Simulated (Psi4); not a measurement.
F$_{4}$MoO, singlet, at a GFN2-xTB geometry (such geometries of metal compounds can be far from the true shape) (core potentials on Mo); BLYP/def2-TZVPP (Psi4 1.11).

Psi4 was given this input:
```
memory 2 GB

molecule {
0 1
Mo    0.06147091   -0.03387881    0.05793728
O     1.14984763   -0.63372208    1.08374922
F    -1.12609422    0.62063073   -1.06136126
F     0.00314904    1.59071839    0.78506936
F     1.03705102   -0.28749738   -1.41017703
F    -1.22305687   -1.20244210    0.45276230
}

set {
  basis def2-tzvpp
}

energy('blyp')
print_variables()
```

Q: What does Psi4 print? Leave out banner, timings and long lists.

A: 
```
   => Loading Basis Set <=

    Name: DEF2-TZVPP
    Role: ORBITAL
    Keyword: BASIS

    !!!  WARNING: ECP capability is in beta. Please check occupations closely.  !!!

         ---------------------------------------------------------
                                   SCF
               by Justin Turney, Rob Parrish, Andy Simmonett
                          and Daniel G. A. Smith
                              RKS Reference
         ---------------------------------------------------------

  ==> Geometry <==

    Molecular point group: c1
    Full point group: C1

    Geometry (in Angstrom), charge = 0, multiplicity = 1:

       Center              X                  Y                   Z               Mass
    ------------   -----------------  -----------------  -----------------  -----------------
         MO           0.063882416190    -0.035207878356     0.060210163820    97.905404820000
         O            1.152259136190    -0.635051148356     1.086022103820    15.994914619570
         F           -1.123682713810     0.619301661644    -1.059088376180    18.998403162730
         F            0.005560546190     1.589389321644     0.787342243820    18.998403162730
         F            1.039462526190    -0.288826448356    -1.407904146180    18.998403162730
         F           -1.220645363810    -1.203771168356     0.455035183820    18.998403162730

  Running in c1 symmetry.

  Rotational constants: A =      0.09424  B =      0.08878  C =      0.08878 [cm^-1]
  Rotational constants: A =   2825.17253  B =   2661.52360  C =   2661.52359 [MHz]
  Nuclear repulsion =  339.803681154515061

  Charge       = 0
  Multiplicity = 1
  Electrons    = 58
  Nalpha       = 29
  Nbeta        = 29

  ==> Algorithm <==

  SCF Algorithm Type is DF.
  DIIS enabled.
  MOM disabled.
  Fractional occupation disabled.
  Guess Type is SAD.
  Energy threshold   = 1.00e-06
  Density threshold  = 1.00e-06
  Integral threshold = 1.00e-12

  ==> Primary Basis <==

  Basis Set: DEF2-TZVPP
    Blend: DEF2-TZVPP
    Number of shells: 71
    Number of basis functions: 211
    Number of Cartesian functions: 251
    Spherical Harmonics?: true
    Max angular momentum: 4

  Core potential: DEF2-TZVPP
    Number of shells: 4
    Number of ECP primitives: 14
    Number of ECP core electrons: 28
    Max angular momentum: 3

  ==> DFT Potential <==

   => LibXC <=

    Version 7.1.2
[...]
   @DF-RKS iter   8:  -543.17043666194149   -1.31259e-03   1.17724e-04 DIIS/ADIIS
   @DF-RKS iter   9:  -543.17065435938207   -2.17697e-04   2.66028e-05 DIIS
   @DF-RKS iter  10:  -543.17066215762532   -7.79824e-06   1.34649e-05 DIIS
   @DF-RKS iter  11:  -543.17066457867418   -2.42105e-06   3.02979e-06 DIIS
   @DF-RKS iter  12:  -543.17066467701113   -9.83370e-08   1.81239e-06 DIIS
   @DF-RKS iter  13:  -543.17066472330146   -4.62903e-08   2.54037e-07 DIIS
  Energy and wave function converged.

  ==> Post-Iterations <==

   Electrons on quadrature grid:
      Ntotal   =   57.9999631012 ; deviation = -3.690e-05

    Orbital Energies [Eh]
    ---------------------

    Doubly Occupied:

[...]
    Virtual:

[...]
    Final Occupation by Irrep:
              A
    DOCC [    29 ]
    NA   [    29 ]
    NB   [    29 ]

  @DF-RKS Final Energy:  -543.17066472330146

   => Energetics <=

    Nuclear Repulsion Energy =            339.8036811545150613
    One-Electron Energy =               -1453.4691617186917938
    Two-Electron Energy =                 628.8769416159810817
    DFT Exchange-Correlation Energy =     -58.3821257751057630
    Empirical Dispersion Energy =           0.0000000000000000
    VV10 Nonlocal Energy =                  0.0000000000000000
    Total Energy =                       -543.1706647233014564

Computation Completed

Properties will be evaluated at   0.000000,   0.000000,   0.000000 [a0]

Properties computed using the SCF density matrix

 Multipole Moments:

 ------------------------------------------------------------------------------------
     Multipole            Electronic (a.u.)      Nuclear  (a.u.)        Total (a.u.)
 ------------------------------------------------------------------------------------

 L = 1.  Multiply by 2.5417464519 to convert [e a0] to [Debye]
 Dipole X            :          3.0940344           -2.9882582            0.1057763
 Dipole Y            :         -1.7052790            1.6469357           -0.0583434
 Dipole Z            :          2.9162053           -2.8164794            0.0997259
 Magnitude           :                                                    0.1566455

 ------------------------------------------------------------------------------------

  Variable Map:
  ----------------------------------------------------------------------------
[...]
  Array Variable Map:
  ----------------------------------------------------------------------------
[...]
[...]
```
